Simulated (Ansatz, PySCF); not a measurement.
C2H8FNSi2, SMILES C=C[Si@H](N)[SiH2]F. Atoms are numbered in the order given.

```xyz
14

C     -2.0902    -0.9874    -0.0286
C     -1.1782    -0.5930     0.8713
Si     0.1740     0.6343     0.4618
N     -0.3125     1.5258    -0.9495
Si     2.1840    -0.4590    -0.0725
F      1.9162    -1.5202    -1.2915
H     -2.0838    -0.5927    -1.0506
H     -2.8738    -1.7146     0.2128
H     -1.2172    -1.0198     1.8825
H      0.4508     1.4430     1.6993
H     -1.1822     2.0523    -0.9313
H      0.3793     1.9976    -1.5234
H      3.2381     0.4930    -0.5391
H      2.7186    -1.2246     1.0922
```

Geometry: B3LYP-D3(BJ)/def2-SVP. The structure was generated by enumeration; whether it is a known compound was not checked. One conformer was computed; it need not be the lowest.

Two levels are set side by side: PBE-D3(BJ)/def2-SVP (Ansatz, a first-principles code) and B3LYP-D3(BJ)/def2-SVP (Ansatz). Each level has its own optimised geometry; the coordinates shown are those of the second. Frequencies come from the Hessian of PySCF at each geometry. Differences are taken from unrounded values.

```json
[
 {"quantity": "mean bond length (Å)", "B3LYP-D3(BJ)": "1.442"},
 {"quantity": "bond C1–C2 (Å)", "B3LYP-D3(BJ)": "1.341"},
 {"quantity": "bond C2–Si3 (Å)", "B3LYP-D3(BJ)": "1.871"},
 {"quantity": "bond Si3–N4 (Å)", "B3LYP-D3(BJ)": "1.739"},
 {"quantity": "bond Si3–Si5 (Å)", "B3LYP-D3(BJ)": "2.350"},
 {"quantity": "bond Si5–F6 (Å)", "B3LYP-D3(BJ)": "1.638"},
 {"quantity": "bond C1–H7 (Å)", "B3LYP-D3(BJ)": "1.096"},
 {"quantity": "bond C1–H8 (Å)", "B3LYP-D3(BJ)": "1.096"},
 {"quantity": "bond C2–H9 (Å)", "B3LYP-D3(BJ)": "1.098"},
 {"quantity": "bond Si3–H10 (Å)", "B3LYP-D3(BJ)": "1.504"},
 {"quantity": "bond N4–H11 (Å)", "B3LYP-D3(BJ)": "1.017"},
 {"quantity": "bond N4–H12 (Å)", "B3LYP-D3(BJ)": "1.015"},
 {"quantity": "bond Si5–H13 (Å)", "B3LYP-D3(BJ)": "1.495"},
 {"quantity": "bond Si5–H14 (Å)", "B3LYP-D3(BJ)": "1.493"},
 {"quantity": "highest harmonic wavenumber (cm⁻¹)", "B3LYP-D3(BJ)": "3652"},
 {"quantity": "mean harmonic wavenumber (cm⁻¹)", "B3LYP-D3(BJ)": "1189"},
 {"quantity": "zero-point energy (kcal/mol)", "B3LYP-D3(BJ)": "61.18"}
]
```

**Question.** What does PBE-D3(BJ) give, and how far is it from B3LYP-D3(BJ)? (An estimate is asked for; the answer gives what the named calculation found.)

**Answer.** 
```
quantity                            PBE-D3(BJ)  PBE-D3(BJ) minus B3LYP-D3(BJ)
----------------------------------  ----------  -----------------------------
mean bond length (Å)                     1.452                          0.010
bond C1–C2 (Å)                           1.349                          0.008
bond C2–Si3 (Å)                          1.876                          0.005
bond Si3–N4 (Å)                          1.751                          0.012
bond Si3–Si5 (Å)                         2.355                          0.005
bond Si5–F6 (Å)                          1.649                          0.011
bond C1–H7 (Å)                           1.104                          0.008
bond C1–H8 (Å)                           1.104                          0.008
bond C2–H9 (Å)                           1.106                          0.008
bond Si3–H10 (Å)                         1.519                          0.016
bond N4–H11 (Å)                          1.025                          0.008
bond N4–H12 (Å)                          1.023                          0.008
bond Si5–H13 (Å)                         1.509                          0.014
bond Si5–H14 (Å)                         1.507                          0.014
highest harmonic wavenumber (cm⁻¹)        3572                            -80
mean harmonic wavenumber (cm⁻¹)           1155                            -33
zero-point energy (kcal/mol)             59.46                          -1.71
```

Exact exchange shortens and stiffens bonds; PBE has none. Differences between two approximate levels are no errors against the true value.
